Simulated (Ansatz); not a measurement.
Reaction (redistribution): `[F][GeH2][SiH2]Cl` + `CNBBr` → `Cl[SiH2]BBr` + `C[NH][GeH2][F]`

Isolated molecules relaxed with PBE0-D4/def2-TZVP in Ansatz; ΔE leaves out vibrations. CCSD(T)/CBS adds triple-zeta CCSD(T) − MP2 to the extrapolated MP2 energy (def2 sets, frozen cores). Functionals use def2-TZVPP. For Br, Ge outer-core shells are correlated without core-valence functions, which leaves a few kJ/mol of doubt a bond. Scalar relativity is left out up to krypton. Each species was taken in one conformer, which may not be the lowest.

(1) Is it downhill or uphill in electronic energy at CCSD(T)/CBS, and by how much? (Best estimate.)

(2) What do these levels give: LDA (SPW92), B2PLYP, BLYP, PBE0, r2SCANh, SCS-MP2/def2-QZVPP? (Estimate.)

Largest T1 diagnostic among the species: 0.011.

## Answers

(1) Ansatz gave: Uphill: ΔE = +1.50 eV.

(2) Ansatz gave: LDA (SPW92) 1.72, B2PLYP 1.58, BLYP 1.63, PBE0 1.63, r2SCANh 1.62, SCS-MP2/def2-QZVPP 1.49 eV.

At CCSD(T), def2-SVP lies +0.06 eV from the extrapolated value and def2-TZVPP −0.00 eV. Leaving LDA and LC-ωPBE aside and taking each functional with its dispersion term where it has one, the values, not all of them listed here, spread over 0.09 eV, from ωB97X-V to PBE-D4. LDA lies +0.08 eV from PBE without D4.
